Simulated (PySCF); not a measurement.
**Polarisability and C₆ of Ga²⁺ (gallium, charge +2)**

[Ar] 3d10 4s1, 2S determinant. Computed with PySCF 2.14 in ANO-RCC-VTZP (6s5p3d1f, 43 functions), with the spin-free X2C one-electron Hamiltonian (Gaussian nucleus). Coupled (time-dependent) response in atomic units; α is the mean over directions. The basis has no added diffuse functions, which lowers α and C₆.

```
 method  mean α (bohr³)  C₆ (like pair)  S(−4)
    UHF           11.99           35.99  138.1
    PBE           9.180           26.10  73.92
   PBE0           9.767           28.01  86.02
r2SCAN0           10.24           30.46  90.60
  B97-3           9.413           26.68  79.56
```

S(−4) is the Cauchy moment in α(ω) = α(0) + S(−4) ω² + …

α(iu) at PBE:

| u (hartree) | α(iu) (bohr³) |
| --- | --- |
| 0 | 9.180 |
| 0.0500 | 9.000 |
| 0.100 | 8.503 |
| 0.200 | 7.018 |
| 0.300 | 5.529 |
| 0.500 | 3.501 |
| 0.750 | 2.244 |
| 1.00 | 1.617 |
| 1.50 | 1.040 |
| 2.00 | 0.7846 |
| 3.00 | 0.5506 |
| 5.00 | 0.3516 |

A single London oscillator, α(iu) = α/(1 + u²/ω²), gives C₆ = (3/4) ω α². Matching the computed C₆ needs ω = 4 × 26.10 / (3 × 9.180²) = 0.413 hartree.

For an ion, C₆ is the dispersion term alone; charge-induced terms of lower order in 1/R come first.
